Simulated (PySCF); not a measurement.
Vibration and rotation of InGe

UHF-CCSD(T) constants of InGe, ⁴Σ⁻ (quartet), unpaired electrons σ ↑, π ↑↑ (PySCF, scalar-relativistic core potentials, basis sets In cc-pVDZ-PP with ECP28, Ge cc-pVDZ-PP with ECP10; masses 114.9039 and 73.9212 u):

| Property | Result |
| --- | --- |
| ωe | 181.3 cm⁻¹ |
| ωexe | 0.461 cm⁻¹ |
| Be | 0.051555 cm⁻¹ |
| αe | 0.000193 cm⁻¹ |
| D (centrifugal) | 1.67e-08 cm⁻¹ |
| De to In + Ge | 1.94 eV |

Give the vibrational terms G(v) and spacings up to v = 6.

G(v) = ωe(v+½) − ωexe(v+½)².

| v | G(v) (cm⁻¹) | G(v) − G(v−1) | Bv (cm⁻¹) |
| --- | --- | --- | --- |
| 0 | 90.5 |  | 0.05146 |
| 1 | 270.9 | 180.4 | 0.05127 |
| 2 | 450.4 | 179.5 | 0.05107 |
| 3 | 628.9 | 178.5 | 0.05088 |
| 4 | 806.5 | 177.6 | 0.05069 |
| 5 | 983.2 | 176.7 | 0.05049 |
| 6 | 1159.0 | 175.8 | 0.05030 |

How well does the Morse estimate ωe²/(4ωexe) reproduce De, and what is D0?

It gives 2.21 eV, 114 % of the computed De. D0 = De − G(0) = 1.94 − 0.01 = 1.93 eV.

Correlated steps freeze 8 core orbitals. Correlated levels converge slowly with the basis: in double zeta they bind strong bonds too weakly, by up to about 1 eV, and carry superposition errors of some tenths. Spin–orbit coupling is left out, which matters for elements this heavy, above all for dissociation energies. The state is the lowest determinant that a PBE0 search found; another state may lie lower at other levels.
